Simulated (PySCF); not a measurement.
# Atomic charges by several schemes

CH₈F₃PSi₃.
Geometry (GFN2-xTB, Å), atoms numbered from 1 in this order:
```
atom  x, y, z in Å
F1    -3.6341    0.5845    0.3413
C2    -2.9332   -0.5141   -0.0152
F3    -2.7568   -0.4188   -1.3523
F4    -3.7542   -1.5609    0.1783
Si5   -1.2460   -0.6508    0.9452
Si6   -0.0197    1.2211    0.3287
P7     1.9602    0.9857    1.3409
Si8    3.0342   -0.4746    0.0389
H9    -0.7744   -1.9749    0.5202
H10   -1.7062   -0.7836    2.3308
H11   -0.5742    2.4805    0.8436
H12    0.0963    1.3731   -1.1318
H13    2.5215    2.1115    0.7854
H14    4.4491   -0.3857    0.3897
H15    2.8558   -0.1994   -1.3884
H16    2.4740   -1.7846    0.3681
```

Density: PBE0/pcSseg-1 (PySCF); schemes: Mulliken, IAO, Hirshfeld and ESP-fitted. One conformer (not necessarily the lowest) at the GFN2-xTB geometry, without solvent, vibrations or thermal averaging.

Task: What partial charge does each atom carry?

Result: In e:

```tsv
atom	environment	Mulliken	IAO	Hirshfeld	ESP-fitted
F1	fluorine of a CF3 group	-0.279	-0.290	-0.109	-0.159
C2	CF3 carbon	+0.529	+0.567	+0.166	+0.300
F3	fluorine of a CF3 group	-0.280	-0.291	-0.109	-0.159
F4	fluorine of a CF3 group	-0.269	-0.280	-0.102	-0.151
Si5	SiH2 silicon	+0.362	+0.421	+0.231	+0.162
Si6	SiH2 silicon	+0.083	+0.283	+0.198	+0.239
P7	three-coordinate phosphorus	-0.383	-0.218	-0.073	-0.411
Si8	SiH3 silicon	+0.335	+0.425	+0.261	+0.373
H9	Si–H hydrogen	-0.028	-0.083	-0.061	-0.024
H10	Si–H hydrogen	-0.025	-0.079	-0.059	-0.018
H11	Si–H hydrogen	+0.010	-0.070	-0.061	-0.032
H12	Si–H hydrogen	+0.003	-0.086	-0.067	-0.058
H13	P–H hydrogen	+0.094	+0.007	-0.004	+0.162
H14	Si–H hydrogen	-0.047	-0.092	-0.066	-0.064
H15	Si–H hydrogen	-0.053	-0.112	-0.074	-0.101
H16	Si–H hydrogen	-0.052	-0.103	-0.071	-0.059
```

Mean size of the charges over all atoms: IAO 0.213 e, Mulliken 0.177 e, ESP-fitted 0.154 e, Hirshfeld 0.107 e. Each set sums to the total charge, 0, to within 0.001 e. The ESP scheme is a least-squares fit of atom-centred charges to the potential on four shells outside the van der Waals surface, with the total charge fixed. The Mulliken scheme counts on each atom the diagonal of the density matrix times the overlap matrix over that atom's basis functions.

Lowest charge. The schemes don't all agree: Mulliken P7 (-0.383); IAO F3 (-0.291); Hirshfeld F1 and F3 (-0.109); ESP-fitted P7 (-0.411).

Highest charge. The schemes don't all agree: Mulliken C2 (+0.529); IAO C2 (+0.567); Hirshfeld Si8 (+0.261); ESP-fitted Si8 (+0.373).

Task: Sum the charges by element, for elements with more than one atom.

Result: 
```json
{"element": "F", "atoms": "3", "Mulliken": "-0.827", "IAO": "-0.861", "Hirshfeld": "-0.320", "ESP-fitted": "-0.469"}
{"element": "Si", "atoms": "3", "Mulliken": "+0.780", "IAO": "+1.129", "Hirshfeld": "+0.690", "ESP-fitted": "+0.774"}
{"element": "H", "atoms": "8", "Mulliken": "-0.099", "IAO": "-0.616", "Hirshfeld": "-0.462", "ESP-fitted": "-0.194"}
```

Task: How closely do the schemes follow one another over all atoms?

Result: Correlation coefficient and root-mean-square difference: IAO with Hirshfeld 0.95, 0.149 e; Mulliken with IAO 0.95, 0.085 e; Mulliken with ESP-fitted 0.91, 0.105 e; IAO with ESP-fitted 0.88, 0.129 e; Hirshfeld with ESP-fitted 0.85, 0.109 e; Mulliken with Hirshfeld 0.83, 0.153 e.

Task: How many electrons does the IAO scheme count on Si5?

Result: Z − q = 14 − (+0.421) = 13.579.
